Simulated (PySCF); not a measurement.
The free ion Ru3+ in its d5 configuration.

Method (PySCF 2.14, density fitting): CASSCF(5,5) with orbitals averaged over all microstates of the shell, strongly contracted NEVPT2 on the averaged canonical orbitals; basis x2c-TZVPall; spin-free X2C; gas phase; spin-orbit coupling by state interaction with the mean-field operator over all roots.

Problem. Which term lies lowest, and with what spin?

Solution. 6S (S = 5/2, orbital degeneracy 1), by NEVPT2.

Problem. Which is the lowest state of another spin?

Solution. 4G at 25014 cm⁻¹ by NEVPT2; CASSCF alone puts it at 27463 cm⁻¹ above the same ground state.

Problem. What are the magnetic parameters?

Solution. The lowest spin-orbit level is 6-fold with J = 5/2; the next lies at 24742.1 cm⁻¹. μeff is 5.91 μB at 300 K and 5.91 μB at 10 K; the spin-only value is 5.92 μB.

The job took 5.7 s on one thread of Arm Neoverse V2 (shared host), with 63 basis functions, launched as `OMP_NUM_THREADS=1 python lf_run.py task.json out`.
